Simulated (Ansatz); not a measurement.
Cartesian coordinates (Å):
```xyz
10

C      1.1905    -0.0183    -0.0228
C      0.2946    -1.1771     0.0083
C     -0.9824    -0.7098     0.0274
C     -0.9195     0.7538     0.0087
C      0.4215     1.1497    -0.0220
H      2.2807    -0.0707    -0.0433
H      0.6151    -2.2186     0.0146
H     -1.8991    -1.2986     0.0521
H     -1.7862     1.4174     0.0175
H      0.7952     2.1720    -0.0415
```
Charge 0, spin multiplicity 2.

These are frozen-core CCSD(T)/cc-pVTZ // PBE0-D3(BJ)/def2-SVP run with Ansatz (a program for electronic structure) values and carry that method's errors.

```
Property                        Value
----------------------  -------------
HF energy               -192.25601 Ha
MP2 correlation energy    -0.75487 Ha
```

**Question.** Estimate the CCSD correlation energy, the (T) correction, the total energy and the T1 diagnostic.

**Answer.** 
The CCSD correlation energy is -0.79595 Ha. The (T) correction is -0.04056 Ha, the CCSD(T) total energy comes out as -193.09252 Ha and the T1 diagnostic is 0.029.
